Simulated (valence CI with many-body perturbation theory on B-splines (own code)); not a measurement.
# Basis-set convergence for Ta³³⁺

Calculated by configuration interaction combined with many-body perturbation theory (CI+MBPT): four valence electrons over a frozen Dirac-Fock core [Kr], a basis of 7 s, 7 p, 8 d, 6 f, 4 g, 1 h functions for each j, with the one-electron correlation potential Σ1, the two-electron term Σ2, the three-electron term Σ3, Breit, model QED; selected CI, second order for the rest, scaled by the run's own slope (own B-spline code, finite nucleus).

No measured spectrum was set against this ion. As an estimate, large intervals hold to a few tenths of a per cent, small ones and those within an open d or f shell to about a per cent. Only levels of the ground parity were solved; by the run's estimate the other parity begins above the list, which can be wrong where configurations are misplaced.

The reference run has the lowest level (4d3/2^4) J=0 and an ionisation energy of 1383.79 eV. Its largest variational space holds 18689 state functions.

Levels are named by their leading jj configuration (3d3/2^4 stands for four electrons in 3d with j = 3/2), which in mixed levels can hold well under half, so a name can repeat and another be missing. Letters in brackets count levels of one name in rising energy.

Changed runs:
A. basis 6 s, 6 p, 5 d, 5 f, 1 g
B. basis 5 s, 5 p, 4 d, 4 f

Excitation energies of the reference run in cm⁻¹, and shifts in cm⁻¹:

```
                    Level  Reference      A      B
      (4d3/2^3 4d5/2) J=1     106412   -231   -496
      (4d3/2^3 4d5/2) J=4     145350    -15   +259
      (4d3/2^3 4d5/2) J=2     146016   -166    -18
      (4d3/2^3 4d5/2) J=3     157630    -96   +240
(4d3/2^2 4d5/2^2) J=0 [a]     241139   -202   -447
(4d3/2^2 4d5/2^2) J=2 [a]     247166   -155   +110
(4d3/2^2 4d5/2^2) J=4 [a]     250589   -218   -243
(4d3/2^2 4d5/2^2) J=3 [a]     254896   -230   -101
    (4d3/2^2 4d5/2^2) J=5     269847   -108   +252
    (4d3/2^2 4d5/2^2) J=1     279080   -102   +390
    (4d3/2^2 4d5/2^2) J=6     280683    -34   +478
(4d3/2^2 4d5/2^2) J=3 [b]     292971    -47   +784
   Ionisation energy (eV)    1383.79  -0.07  -0.15
```
